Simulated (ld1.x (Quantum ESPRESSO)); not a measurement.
# What one change does to a pseudopotential (antimony (Sb), PAW)

```json
{
  "Element": "Sb",
  "Generator": "ld1.x (Quantum ESPRESSO) 7.5",
  "Type": "PAW",
  "Functional": "LDA (PZ)",
  "Relativity": "scalar-relativistic",
  "Frozen core": "[Kr]",
  "Valence charge": "15",
  "Reference configuration": "4d10 5s2 5p3",
  "Partial waves": "5s (bound): rcut 1.75, rcutus 2.25 bohr; 5s channel at 1.4 Ry: rcut 1.75, rcutus 2.25 bohr; 5p (bound): rcut 1.45, rcutus 1.80 bohr; 5p channel at 2.3 Ry: rcut 1.45, rcutus 1.80 bohr; 4d (bound): rcut 1.35, rcutus 1.80 bohr; 4d channel at -0.65 Ry: rcut 1.35, rcutus 1.80 bohr",
  "Local potential": "all-electron potential smoothed inside 1.50 bohr (lloc = -1)",
  "Core correction": "Bessel-smoothed model core, default radius (core density twice the valence density)",
  "Augmentation charge": "BESSEL, radius 1.15 bohr"
}
```

Change: waves 4d (bound): rcut 1.35, rcutus 1.78 bohr; 4d channel at -0.65 Ry: rcut 1.35, rcutus 1.78 bohr.

Cutoffs: the cutoffs (Ry, on a coarse ladder) from which the occupation-weighted sum of valence levels, in a spherical-Bessel basis at the reference potential, stays within 10 and 1 mRy of its value at 400 Ry; they do not see the model core or the augmentation charge, which bear on the density cutoff. Errors are all-electron minus pseudo energies relative to the spin-unpolarised reference configuration.

Q: Predict the effect on cutoff, ghosts and configuration errors.

A: The potential gets harder (35 Ry and 60 Ry → 40 Ry and 70 Ry); both files keep a bound ghost (p, s); of the 9 tests that both files solve, the error grows in 2 and shrinks in 0 by more than 15 % and 0.3 meV (median size 3.6 → 4.3 meV). A smaller radius makes the pseudo-wave follow the all-electron one further in, where it bends more sharply, so more plane waves are needed.

| quantity | base | changed |
| --- | --- | --- |
| cutoff, loose | 35 Ry | 40 Ry |
| cutoff, tight | 60 Ry | 70 Ry |
| bound ghosts | s, p | s, p |
| error for 4d10 5s2 5p2, meV [ΔE 8.52 eV] | -2.3 | -2.4 |
| error for 4d10 5s2 5p1, meV [ΔE 24.77 eV] | -7.9 | -7.8 |
| error for 4d10 5s2 5p0, meV [ΔE 49.56 eV] | -19 | -18 |
| error for 4d10 5s1 5p4, meV [ΔE 8.21 eV] | -0.6 | -1.2 |
| error for 4d9 5s2 5p3, meV [ΔE 40.80 eV] | -332 | -309 |
| error for 4d9 5s2 5p4, meV [ΔE 31.00 eV] | -308 | -287 |
| error for 4d10 5s1 5p3, meV [ΔE 17.34 eV] | -3.6 | -4.3 |
| error for 4d10 5s2 5p3 (spin-polarised), meV [ΔE -1.09 eV] | -0.2 | -0.2 |
| error for 4d10 5s2 5p2 (spin-polarised), meV [ΔE 7.93 eV] | -2.5 | -2.5 |
| s: phases at 2.46 bohr within 0.05 rad from the reference energy up to (Ry; the scan ends near 5) | 4.9 | 4.9 |
| p: phases at 2.46 bohr within 0.05 rad from the reference energy up to (Ry; the scan ends near 5) | n/a | n/a |
| d: phases at 2.46 bohr within 0.05 rad from the reference energy up to (Ry; the scan ends near 5) | 0.9 | 1.1 |
| lowest overlap eigenvalue by channel | s 0.27, p 0.61, d 0.06 | s 0.27, p 0.61, d 0.10 |

 A true bound ghost makes a file unfit for plane-wave use even where its test errors are small: the radial tests pick states by their node count and pass the ghost by.
